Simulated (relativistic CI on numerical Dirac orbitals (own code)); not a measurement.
## Line list: Electric-dipole lines, Rh39+

Computed by Dirac-Coulomb-Breit CI, separate exchange-only KLI orbitals for each configuration, a model potential for QED, unscaled Slater integrals (own radial code, finite nucleus).

Configuration list (outside the closed core 1s2): 2s2 2p2, 2s 2p3, 2p4, 2p3 3s, 2p3 3p, 2p3 3d, 2s2 2p 3s, 2s2 2p 3p, 2s2 2p 3d, 2s 2p2 3s, 2s 2p2 3p, 2s 2p2 3d, 2s2 2p 4s, 2s2 2p 4p, 2s2 2p 4d, 2s2 2p 4f. Levels of other configurations are missing.

```
λ vac (Å)              Lower                 Upper   A (s⁻¹)        gf  Branching (%)
   3.5470   2s2 2p2 3P_1 [2]  2s2 2p 3d 3D°_2 [54]  1.14e+14  1.07e+00           69.9
   3.5525   2s2 2p2 3P_0 [1]  2s2 2p 3d 3D°_1 [30]  2.59e+14  1.47e+00           89.3
   3.5546   2s2 2p2 1D_2 [3]  2s2 2p 3d 3F°_3 [56]  1.98e+14  2.63e+00           97.0
   3.5616   2s 2p3 5S°_2 [4]   2s 2p2 3d 5P_1 [98]  2.66e+14  1.52e+00           94.6
   3.5635   2s 2p3 5S°_2 [4]   2s 2p2 3d 3F_3 [97]  1.08e+14  1.44e+00           46.0
   3.5643   2s 2p3 5S°_2 [4]   2s 2p2 3d 5P_2 [96]  2.16e+14  2.06e+00           87.9
   3.5652  2s 2p3 1D°_2 [12]  2s 2p2 3d 3F_3 [170]  1.72e+14  2.30e+00           96.2
   3.5668   2s 2p3 3D°_1 [6]  2s 2p2 3d 3F_2 [111]  2.50e+14  2.38e+00           91.3
   3.5688   2s 2p3 3D°_3 [9]  2s 2p2 3d 3F_4 [148]  1.24e+14  2.14e+00           99.7
   3.6863  2s 2p3 3P°_2 [14]  2s 2p2 3d 1F_3 [178]  2.65e+14  3.78e+00           91.0
   3.6915   2s2 2p2 3P_2 [5]  2s2 2p 3d 1F°_3 [66]  2.94e+14  4.21e+00           95.2
   3.7012   2s2 2p2 3P_1 [2]  2s2 2p 3s 3P°_2 [31]  1.24e+14  1.27e+00           81.9
   3.7047   2s2 2p2 3P_2 [5]  2s2 2p 3d 3P°_2 [60]  1.51e+14  1.56e+00           87.5
   3.7100   2s2 2p2 1D_2 [3]  2s2 2p 3d 3F°_3 [32]  1.63e+14  2.35e+00          100.0
   3.7170  2s 2p3 1P°_1 [16]  2s 2p2 3d 1D_2 [185]  3.28e+14  3.40e+00           88.9
   3.7174   2s 2p3 3D°_3 [9]  2s 2p2 3d 3F_4 [104]  2.27e+14  4.23e+00           99.8
   3.7219  2s 2p3 3D°_1 [11]  2s 2p2 3d 3P_2 [117]  1.92e+14  1.99e+00           70.0
   3.7220   2s 2p3 3D°_2 [8]   2s 2p2 3d 3F_3 [87]  1.18e+14  1.72e+00           68.8
   3.7304  2s 2p3 1D°_2 [12]  2s 2p2 3d 3F_3 [119]  2.28e+14  3.33e+00           97.4
   3.7589   2s 2p3 3D°_1 [6]   2s 2p2 3d 3F_2 [53]  1.53e+14  1.63e+00           98.0
```

Terms are leading LS components. Brackets give the number of a level in order of energy, since labels repeat. The list gives strong lines, with weight on those to low levels, without lines whose two gauges differ by over a factor of 2.5, among the lowest 200 of 274 levels, so that lines to higher ones, which can be the strongest, are missing. Levels whose partners in the same complex of configurations lie outside the list can be far off, and so can their lines. Rates are taken at the computed energies, electric ones in the length gauge.

At this charge energies of transitions that change n are usually good to better than 1 %, and those within a shell (Δn = 0) to a few per cent.

LS names give the leading component of a level, which can be under half, so a name can repeat, a term be missing and a line seem to break the LS rules.
